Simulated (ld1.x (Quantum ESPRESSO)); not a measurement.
neon, TM: configuration errors across variants

neon (Ne), norm-conserving Troullier–Martins (Kleinman–Bylander form), made with ld1.x (Quantum ESPRESSO) 7.5 (BP86, scalar-relativistic). Core [He], reference 2s2 2p4.5 (charge +1.5). Waves: 2p (bound): rc 1.60 bohr; 2s (bound): rc 0.60 bohr. Local part: the s channel. Core correction: a·sin(br)/r model core, default radius (core density twice the valence density).

All-electron excitation energies from the reference (eV): (1) 2s2 2p6 -41.421; (2) 2s2 2p5 -18.858; (3) 2s2 2p4 24.498; (4) 2s2 2p5.5 -32.509; (5) 2s1 2p6 4.553; (6) 2s2 2p2 186.743; (7) 2s2 2p3 92.020.

The default core radius of the base comes out at 0.25 bohr.

Errors AE − PS in meV (a dash: test not solved or not reliable):

| change | (1) | (2) | (3) | (4) | (5) | (6) | (7) | bound ghosts |
| --- | --- | --- | --- | --- | --- | --- | --- | --- |
| base | +178 | +38 | +58 | +111 | +233 | +3065 | +791 | none |
| core correction a·sin(br)/r model core inside 0.28 bohr | +179 | +38 | +58 | +111 | +233 | +3067 | +791 | none |
| core correction a·sin(br)/r model core inside 0.38 bohr | +178 | +38 | +58 | +111 | +234 | +3058 | +789 | none |
| core correction a·sin(br)/r model core inside 0.46 bohr | +178 | +37 | +58 | +110 | +237 | +3051 | +787 | none |
| core correction a·sin(br)/r model core inside 0.54 bohr | +178 | +37 | +58 | +110 | +240 | +3053 | +788 | none |
| core correction a·sin(br)/r model core inside 0.60 bohr | +178 | +37 | +58 | +111 | +241 | +3054 | +788 | none |
| core correction a·sin(br)/r model core inside 0.70 bohr | +178 | +37 | +58 | +111 | +241 | +3056 | +788 | none |

(1) Give the same row for: core correction none.

## Answers

(1) +178, +37, +58, +111, +241, +3057, +789; bound ghosts: none.
